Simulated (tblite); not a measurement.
Record of a relaxation.

Species: C3H11NOSi4.
Numbering: `[CH:1]#[C:2][CH2:3][Si@@H:4]1[SiH2:5][Si@@H:6]([NH2:7])[Si@@H:8]1[OH:9]` (hydrogens: H10 on C1; H11, H12 on C3; H13 on Si4; H14, H15 on Si5; H16 on Si6; H17, H18 on N7; H19 on Si8; H20 on O9)

Computed with GFN2-xTB (tblite), gas phase: L-BFGS steps from a force-field or distance-geometry start until the largest atomic force falls under 0.01 eV/Å. 3 of its 204 geometries are shown.

Step 0: E = -702.2416 eV, largest atomic force 2.554 eV/Å
```
atom  x, y, z in Å  |  force x, y, z in eV/Å
C1      4.239   -0.811    0.004   -1.939   1.605  -0.434
C2      3.310   -0.045   -0.225    2.091  -1.064   0.416
C3      2.218    0.883   -0.486    1.318  -0.166  -1.060
Si4     0.695    0.107    0.243    1.406  -0.371   0.871
Si5    -0.398   -1.068   -1.322    0.313  -1.520  -0.930
Si6    -2.272   -0.448   -0.258   -1.412  -0.466   0.679
N7     -2.579   -1.465    1.137   -0.331   0.016  -0.327
Si8    -1.112    1.376    0.403   -1.343   2.104   0.484
O9     -1.301    2.576   -0.772   -1.877  -0.132   1.149
H10     5.035   -1.476    0.220   -0.352   0.239  -0.113
H11     2.422    1.896   -0.131    0.233  -0.232   0.022
H12     2.080    0.932   -1.600    0.163   0.122   0.840
H13     0.975   -0.641    1.491    0.060   0.236  -0.121
H14    -0.068   -2.475   -1.232    0.102  -0.439  -0.498
H15    -0.269   -0.449   -2.641    0.044  -0.245  -0.161
H16    -3.360   -0.173   -1.169   -0.804  -0.039  -0.288
H17    -2.964   -2.409    0.946    0.258   1.146   0.562
H18    -2.957   -1.006    1.982    0.124  -0.798  -0.839
H19    -1.442    1.803    1.772   -0.058   0.460  -0.008
H20    -2.255    2.904   -0.773    2.000  -0.456  -0.244
```

Step 102: E = -703.4956 eV, largest atomic force 0.021 eV/Å
```
atom  x, y, z in Å  |  force x, y, z in eV/Å
C1      4.485   -0.390   -0.603   -0.002  -0.013   0.008
C2      3.453    0.214   -0.524   -0.004  -0.003   0.005
C3      2.221    0.946   -0.411    0.002   0.014  -0.005
Si4     0.805   -0.037    0.457    0.005   0.000   0.008
Si5    -0.380   -1.570   -0.905   -0.015  -0.012   0.000
Si6    -2.378   -0.416   -0.409    0.004   0.000   0.008
N7     -3.164   -1.331    0.838   -0.010  -0.004   0.010
Si8    -1.162    1.252    0.701    0.019   0.001  -0.010
O9     -0.853    2.510   -0.317    0.000   0.010  -0.005
H10     5.392   -0.910   -0.677   -0.019  -0.008  -0.004
H11     2.412    1.867    0.144    0.005   0.013  -0.002
H12     1.884    1.235   -1.408   -0.007   0.012  -0.007
H13     1.431   -0.566    1.688    0.007   0.006   0.003
H14    -0.297   -2.998   -0.562    0.003   0.000  -0.009
H15    -0.014   -1.566   -2.333    0.018  -0.007   0.000
H16    -3.328   -0.082   -1.506    0.005  -0.003  -0.012
H17    -3.465   -2.269    0.630    0.001   0.008  -0.004
H18    -3.869   -0.882    1.400   -0.007  -0.014   0.002
H19    -1.659    1.862    1.951    0.001  -0.002   0.009
H20    -1.519    3.143   -0.567   -0.006   0.003   0.006
```

Step 203: E = -703.5073 eV, largest atomic force 0.010 eV/Å
```
atom  x, y, z in Å  |  force x, y, z in eV/Å
C1      4.220   -0.567   -0.932   -0.001   0.005   0.003
C2      3.322    0.176   -0.654    0.003  -0.007  -0.002
C3      2.223    1.032   -0.298    0.002   0.001   0.001
Si4     0.827    0.069    0.621    0.000   0.003   0.001
Si5    -0.218   -1.579   -0.719    0.003  -0.009  -0.001
Si6    -2.272   -0.445   -0.459   -0.002   0.003  -0.005
N7     -3.187   -1.339    0.714   -0.006   0.000   0.006
Si8    -1.197    1.282    0.713    0.001   0.000   0.007
O9     -0.886    2.569   -0.267   -0.001  -0.001  -0.002
H10     5.018   -1.198   -1.186   -0.001   0.000  -0.001
H11     2.593    1.852    0.321    0.000  -0.004   0.002
H12     1.804    1.474   -1.204    0.003   0.001   0.002
H13     1.458   -0.350    1.892    0.002   0.001  -0.007
H14    -0.150   -2.980   -0.272    0.001   0.006   0.002
H15     0.277   -1.670   -2.103    0.001  -0.001   0.001
H16    -3.092   -0.155   -1.667    0.000   0.003   0.002
H17    -3.415   -2.299    0.513   -0.002   0.000  -0.006
H18    -3.981   -0.903    1.154    0.003  -0.001   0.002
H19    -1.789    1.847    1.943    0.002   0.001  -0.003
H20    -1.560    3.193   -0.523   -0.005  -0.002  -0.002
```

Question: Summarise the path.

Answer: The energy falls by 1.2657 eV from step 0 to step 203; nine tenths of that is first reached at step 20. It falls at every step. The largest force goes from 2.554 to 0.010 eV/Å. Among the bonds Si4–Si8 changes most, from 2.214 to 2.361 Å; the atoms move by 0.804 Å rms after alignment.

The cost below is that of the whole relaxation. The run took 4.4 s wall on Arm Neoverse N1, one thread, shared host.
